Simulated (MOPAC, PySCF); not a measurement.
[Cd(Br)2], neutral singlet in the gas phase. 

Cartesian coordinates (Å):
```xyz
3

Cd     0.0000     0.0000     0.0000
Br    -2.0539     1.0633    -0.7117
Br     2.0539    -1.0632     0.7117
```
Charge 0, multiplicity 1.

All levels are single points at this geometry (PBE-D3(BJ)/def2-SVP); Pople sets use spherical d functions. Orbital energies aren't observables, and empty levels follow the basis.

```tsv
level	HOMO (eV)	LUMO (eV)	gap (eV)	dipole (D)	vertical IE, Delta-SCF (eV)
PBE-D3(BJ)/def2-TZVP in PySCF	-7.14	-3.25	3.90	0.00	–
TPSSh-D3(BJ)/def2-TZVP in PySCF	-7.72	-2.77	4.95	0.00	–
B3LYP/6-31G* (LANL2DZ on Cd) in PySCF	-8.08	-2.71	5.37	0.00	10.28
HF/6-31G* (LANL2DZ on Cd) in PySCF	-11.25	0.59	11.84	0.00	10.54
PM3 in MOPAC	-11.72	-1.56	10.16	0.00	–
PM7 in MOPAC	-10.56	-1.87	8.70	0.00	–
```
